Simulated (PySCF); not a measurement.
C3H6N2Si, SMILES C(#N)C/C=N/[SiH3].

Geometry: TPSSh-D3(BJ)/def2-SVP. The structure was generated by enumeration; whether it is a known compound was not checked. Other conformers were not sampled.

Two levels are set side by side: TDA-PBE/def2-SVPD (PySCF) and TDA-LC-ωPBE/def2-SVPD (PySCF). Vertical, same geometry. The lowest singlet is HOMO→LUMO 100 % with PBE and HOMO→LUMO 94 % with the other functional; states are paired by order. Differences are taken from unrounded values.

```csv
quantity,TDA-LC-ωPBE,TDA-PBE,TDA-PBE minus TDA-LC-ωPBE
lowest singlet excitation (eV),4.39,4.10,-0.29
lowest triplet excitation (TDA) (eV),3.69,3.50,-0.19
first bright state (f over 0.05) (eV),7.96,6.32,-1.65
its oscillator strength,0.14,0.07,-0.07
```

A lower first singlet is the usual sign of a functional without exact exchange. Differences between two approximate levels are no errors against the true value.

Rough cost on one machine, each run with all the roots and properties that it gave: TDA-LC-ωPBE against TDA-PBE about 4 times.
